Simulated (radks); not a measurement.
Species: Sn18+. Configuration: [Ar] 3d10 4s2 4p2.

Calculated with a radial shooting solver on a logarithmic mesh with Libxc functionals: scalar-relativistic Kohn-Sham, exchange-only LDA, spin-polarised, spherical densities, point nucleus; open shells are filled with parallel spins first (spin-orbit coupling, left out, can overturn this in heavy ions).

Energy parts (eV):
part                   energy
total             -164294.283
kinetic            171736.562
electron-nucleus  -381741.451
Hartree             49495.386
exchange            -3784.781

Orbitals (lengths in bohr, moments of r in powers of bohr; r(90%) holds 90 % of the orbital's charge):
| orbital | occ. | eigenvalue (eV) | r(90%) | <r> | <1/r> | <r^4> |
|---|---|---|---|---|---|---|
| 1s up | 1 | -29467.46 | 0.0522 | 0.02908 | 53.03 | 3.416e-06 |
| 1s down | 1 | -29466.55 | 0.0522 | 0.02908 | 53.03 | 3.416e-06 |
| 2s up | 1 | -4856.929 | 0.194 | 0.1255 | 12.11 | 0.0005913 |
| 2s down | 1 | -4856.329 | 0.194 | 0.1255 | 12.11 | 0.0005912 |
| 2p up | 3 | -4413.205 | 0.178 | 0.1095 | 11.65 | 0.0004242 |
| 2p down | 3 | -4412.386 | 0.178 | 0.1095 | 11.65 | 0.0004242 |
| 3s up | 1 | -1302.645 | 0.495 | 0.3368 | 4.340 | 0.02542 |
| 3s down | 1 | -1301.542 | 0.494 | 0.3365 | 4.342 | 0.02530 |
| 3p up | 3 | -1157.387 | 0.501 | 0.3340 | 4.142 | 0.02645 |
| 3p down | 3 | -1156.180 | 0.500 | 0.3337 | 4.145 | 0.02629 |
| 3d up | 5 | -935.3696 | 0.485 | 0.3087 | 3.924 | 0.02292 |
| 3d down | 5 | -934.2061 | 0.484 | 0.3083 | 3.927 | 0.02271 |
| 4s up | 1 | -537.8600 | 1.03 | 0.7284 | 1.941 | 0.4943 |
| 4s down | 1 | -531.7326 | 1.03 | 0.7279 | 1.945 | 0.4949 |
| 4p up | 2 | -487.0406 | 1.08 | 0.7534 | 1.840 | 0.5797 |
| 4p down | 0 | -480.9116 | 1.08 | 0.7534 | 1.841 | 0.5822 |
| 4d up | 0 | -410.3922 | 1.14 | 0.7842 | 1.690 | 0.7201 |
| 4d down | 0 | -404.4498 | 1.14 | 0.7849 | 1.690 | 0.7271 |
| 5s up | 0 | -291.2921 | 1.79 | 1.288 | 1.100 | 4.611 |
| 5s down | 0 | -288.2636 | 1.80 | 1.297 | 1.091 | 4.731 |

The highest occupied level is 4p up at -487.04 eV. For comparison, the ionisation energy in NIST's Atomic Spectra Database is 506 eV (theoretical). In exact Kohn-Sham theory the highest level is minus the ionisation energy, but local and semilocal functionals leave it too shallow, through self-interaction and a potential that decays too fast; potentials with the right tail come closer. The density falls to 0.001 e/bohr^3 at r = 1.66 bohr. Spin moment in Bohr magnetons: 2.
